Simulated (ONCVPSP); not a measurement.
Configuration tests for copper (Cu) (ONCV)

ONCVPSP 4.0.1 input, shortened (lines: element, Z, core and valence counts, functional; n l f; lmax; l rc ep ncon nbas qcut; lloc lpopt rc5 dvloc0; l nproj debl; icmod fcfact rcfact), Wu-Cohen, scalar-relativistic:

```
  Cu 29.00    3    4  -118130      upf
    1    0    2.00
    2    0    2.00
    2    1    6.00
    3    0    2.00
    3    1    6.00
    3    2   10.00
    4    1    1.00
    2
    0    1.15    0.00    4    7   12.10
    1    1.20    0.00    5    8   13.50
    2    1.25    0.00    3    8   14.10
    0    5    1.15    0.00
    0    0    1.20
    1    2    0.90
    2    1    2.20
    3    5.00    1.10
```

Energies are relative to the spin-unpolarised reference configuration 3s2 3p6 3d10 4p1; without spin polarisation the order of configurations can differ from experiment.

```json
{"valence configuration": "3s2 3p6 3d10 4s1 4p0", "charge": "0", "ΔE all-electron (eV)": "-4.217", "error AE − PS (meV)": "+596"}
{"valence configuration": "3s2 3p6 3d10 4p0", "charge": "+1", "ΔE all-electron (eV)": "3.878", "error AE − PS (meV)": "+0.6"}
{"valence configuration": "3s2 3p6 3d9 4p0", "charge": "+2", "ΔE all-electron (eV)": "25.216", "error AE − PS (meV)": "+4.0"}
{"valence configuration": "3s2 3p6 3d10 4s0.5 4p0", "charge": "+0.5", "ΔE all-electron (eV)": "-1.064", "error AE − PS (meV)": "+346"}
```

Levels in the configuration 3s2 3p6 3d9 4p0:

```
level  all-electron (eV)  pseudo (eV)
   3s           -140.041     -140.035
   3p            -97.523      -97.519
   3d            -29.638      -29.622
```
